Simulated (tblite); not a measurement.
Compound: C₆H₄O₄ (charge +1 and doublet state).
Atom-mapped SMILES: `[O:1]=[CH:2][O:3][C+:4]1[CH:5][CH:6]=[CH:7][C:8](=[O:9])[O:10]1` (hydrogens: H11 on C2; H12 on C5; H13 on C6; H14 on C7)

Structure optimised with GFN2-xTB, isolated species. This method treats the open shell by occupation alone, without spin polarisation.

List the bond lengths, angles and torsions at this level.

```json
{"bond": "O1=C2", "length (Å)": "1.169"}
{"bond": "C2–O3", "length (Å)": "1.424"}
{"bond": "O3–C4", "length (Å)": "1.305"}
{"bond": "C4–C5", "length (Å)": "1.419"}
{"bond": "C5–C6", "length (Å)": "1.392"}
{"bond": "C6=C7", "length (Å)": "1.379"}
{"bond": "C7–C8", "length (Å)": "1.452"}
{"bond": "C8=O9", "length (Å)": "1.184"}
{"bond": "C8–O10", "length (Å)": "1.435"}
{"bond": "C4–O10", "length (Å)": "1.293"}
{"bond": "C2–H11", "length (Å)": "1.095"}
{"bond": "C5–H12", "length (Å)": "1.080"}
{"bond": "C6–H13", "length (Å)": "1.082"}
{"bond": "C7–H14", "length (Å)": "1.082"}
```

A selection of angles:
```json
{"angle": "O1–C2–O3", "degrees": "124.1"}
{"angle": "O1–C2–H11", "degrees": "130.4"}
{"angle": "O3–C2–H11", "degrees": "105.5"}
{"angle": "C2–O3–C4", "degrees": "124.4"}
{"angle": "O3–C4–C5", "degrees": "118.1"}
{"angle": "O3–C4–O10", "degrees": "119.8"}
{"angle": "C5–C4–O10", "degrees": "122.1"}
{"angle": "C4–C5–C6", "degrees": "118.3"}
{"angle": "C4–C5–H12", "degrees": "118.9"}
{"angle": "C6–C5–H12", "degrees": "122.8"}
{"angle": "C5–C6–C7", "degrees": "120.1"}
{"angle": "C5–C6–H13", "degrees": "119.7"}
{"angle": "C7–C6–H13", "degrees": "120.2"}
{"angle": "C6–C7–C8", "degrees": "121.6"}
{"angle": "C6–C7–H14", "degrees": "122.4"}
{"angle": "C8–C7–H14", "degrees": "116.0"}
{"angle": "C7–C8–O9", "degrees": "128.7"}
{"angle": "C7–C8–O10", "degrees": "114.3"}
{"angle": "O9–C8–O10", "degrees": "116.9"}
{"angle": "C4–O10–C8", "degrees": "123.5"}
```

Dihedral angles: O1–C2–O3–C4 -1° (synperiplanar); C2–O3–C4–C5 -170° (antiperiplanar); O3–C4–C5–C6 -177° (antiperiplanar); C4–C5–C6–C7 -1° (synperiplanar); C5–C6–C7–C8 1° (synperiplanar); C6–C7–C8–O9 -179° (antiperiplanar); C7–C8–O10–C4 0° (synperiplanar); O3–C4–O10–C8 178° (antiperiplanar). The mirror-image conformer, all signs reversed, is as good.

C7 (carbon bonded to 2 C and H) is planar (angles 122.4°, 121.6° and 116.0°, sum 360.0°, 0.01 Å off the plane of its three neighbours). The 6-membered ring C4–C5–C6–C7–C8–O10 has internal angles of 114.3° to 123.5° (sum 720°, against 720° for a flat polygon); it is planar, 0.00 Å rms from its mean plane, widest ring torsion 1°. Of the pairs four or more bonds apart, O1···O10 is among the closest relative to their van der Waals radii: 2.61 Å, 86 % of the sum of Bondi's values. O10 (oxygen bonded to 2 C) is bent (angle 123.5°). The C–C distances run from 1.379 Å (C6=C7, drawn double in one of several resonance forms) to 1.452 Å (C7–C8, drawn single), a spread of 0.073 Å. C2 (carbon bonded to 2 O and H) is planar (angles 130.4°, 124.1° and 105.5°, sum 360.0°, 0.01 Å off the plane of its three neighbours). C8 (carbon bonded to C and 2 O) is planar (angles 128.7°, 116.9° and 114.3°, sum 360.0°, 0.00 Å off the plane of its three neighbours).

Point group: near Cs, missed by 0.39 Å at most; the miss may be what the optimiser left on a soft mode. Its GFN2-xTB frequencies are all real (lowest 34 cm⁻¹).

The numbers are calculated, not measured.
